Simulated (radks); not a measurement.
Values are calculated unless marked as measured or tabulated.
How relativity changes the ionisation of the rubidium ion Rb33+ ([He] 2s2) to Rb34+ ([He] 2s1). Spin-unpolarised spherical Kohn-Sham, PBEsol, point nucleus unless stated (finite: rms radius 4.2036 fm), a radial shooting solver on a logarithmic mesh with Libxc functionals. A level marked "c x" has the speed of light scaled by that factor.

| level | E(Rb33+) (hartree) | E(Rb34+) (hartree) | IE (eV) | HOMO | <r> HOMO (bohr) |
|---|---|---|---|---|---|
| non-rel. | -1652.55815 | -1500.87250 | 4127.6 | 2s | 0.1691 |
| scalar-rel. | -1684.84546 | -1529.71549 | 4221.3 | 2s | 0.1651 |
| scalar-rel., finite nucleus | -1684.81791 | -1529.68940 | 4221.3 | 2s | 0.1651 |
| Dirac | -1684.84524 | -1529.71543 | 4221.3 | 2s1/2 | 0.1647 |
| Dirac, finite nucleus | -1684.81769 | -1529.68934 | 4221.3 | 2s1/2 | 0.1647 |
| Dirac, c x 0.85 | -1697.92370 | -1541.39695 | 4259.3 | 2s1/2 | 0.1630 |
| Dirac, c x 1.25 | -1672.93867 | -1519.07973 | 4186.7 | 2s1/2 | 0.1663 |
| Dirac, c x 100 | -1652.56126 | -1500.87528 | 4127.6 | 2s1/2 | 0.1691 |

NIST Atomic Spectra Database: 4214 eV (semi-empirical). The relativistic part of the total energy of Rb33+ is -32.26 hartree (Dirac, finite nucleus), 2 % of the non-relativistic value. Spin polarisation and multiplet splitting of open shells are left out at every level.

Beside tabulated values, note that relativity, absent from the non-relativistic runs, is large for the heavy elements, and spin-unpolarised runs miss the spin-polarisation part of the exchange energy of open shells.
